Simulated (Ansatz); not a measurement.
Consider the silylene formation by 1,1-elimination: `N[SiH](O)CBr` → `CBr` + `N[Si]O`.

Isolated molecules relaxed with PBE0-D4/def2-TZVP in Ansatz; ΔE leaves out vibrations. CCSD(T)/CBS adds triple-zeta CCSD(T) − MP2 to the extrapolated MP2 energy (def2 sets, frozen cores). This one scheme is used for every species. DFT in def2-TZVPP. B3LYP here is the variant with VWN-RPA as its local correlation; programs differ in this. For Br outer-core shells are correlated without core-valence functions, which leaves a few kJ/mol of doubt a bond. Scalar relativity is left out up to krypton. One conformer a species, not always the lowest.

```csv
level,ΔE (kcal/mol),difference from CCSD(T)/CBS
r2SCAN-D4,34.1,1.8
PBE0-D4,33.1,0.8
ωB97X-V,33.3,1.0
ωB97M-V,30.0,-2.3
B2PLYP,28.5,-3.8
r2SCAN,33.4,1.1
B3LYP,24.8,-7.5
MP2/def2-TZVPP,34.2,1.9
SCS-MP2/def2-TZVPP,31.7,-0.6
CCSD/def2-TZVPP,30.6,-1.7
CCSD(T)/def2-TZVPP,30.9,-1.4
HF/def2-QZVPP,28.7,-3.6
MP2/def2-QZVPP,34.9,2.6
HF/CBS(def2),28.7,-3.6
MP2/CBS(def2),35.5,3.2
CCSD/CBS(def2),31.9,-0.4
CCSD(T)/CBS,32.3,0
```

Largest T1 diagnostic among the species: 0.014.

The D4 term adds +4.6 kcal/mol with B3LYP and +2.5 kcal/mol with PBE0; it sums over pairs of atoms, weighted by their polarisabilities, and B3LYP, whose exchange is more repulsive, gets the larger term. From PBE to PBE0 (25 % exact exchange), in def2-TZVPP and without D4, ΔE moves by +4.0 kcal/mol.
